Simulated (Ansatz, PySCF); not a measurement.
C$_{5}$H$_{7}$O$_{2}$, doublet, geometry from GFN2-xTB. Base run: PySCF with PBE/STO-3G.

Input for PySCF:
```python
from pyscf import gto, scf, dft

mol = gto.M(
    atom='''
C     2.604207   -0.060805    0.219421
C     1.237371    0.306499    0.338318
O     0.885863    1.300692    0.990787
C     0.296236   -0.557881   -0.377210
C    -1.043173   -0.386951   -0.373483
C    -1.754079    0.712760    0.329687
O    -1.874517   -1.226436   -1.021841
H     3.352421    0.541361    0.703542
H     2.924672   -0.885447   -0.390659
H     0.721473   -1.389357   -0.924747
H    -1.407705    0.781671    1.358852
H    -2.825475    0.537380    0.290195
H    -1.515844    1.666477   -0.138083
H    -1.383688   -1.927867   -1.471065
''',
    basis='sto-3g',
    charge=0,
    spin=1,
    verbose=4,
)

mf = dft.UKS(mol)
mf.xc = 'pbe'
mf.kernel()
```

The same geometry, method and basis name were run in Ansatz (a program for electronic structure) and PySCF, at each program's defaults and at the settings that a row names. The base is PySCF at its defaults. Differences at the defaults can come from grids, fitting, cores and function types together.

```tsv
code and settings	ΔE vs base (mEh)	basis functions	E (Eh)	SCF cycles	dipole (D)
PySCF, defaults (exact integrals, its default grid, spherical functions)	0.000	42	-340.21584	14	2.57
Ansatz, defaults (factorised integrals, its default grid, spherical functions)	-0.001	42	-340.21584	-	-
PySCF, density fitting with def2-universal-jkfit	-2.361	42	-340.21820	14	2.57
PySCF, fine grid	0.003	42	-340.21583	14	2.57
Ansatz, high accuracy	0.003	42	-340.21583	-	-
```

Open shells are given as the SCF converged; they aren't shown to be the lowest states, and a large step between rows can be another state.
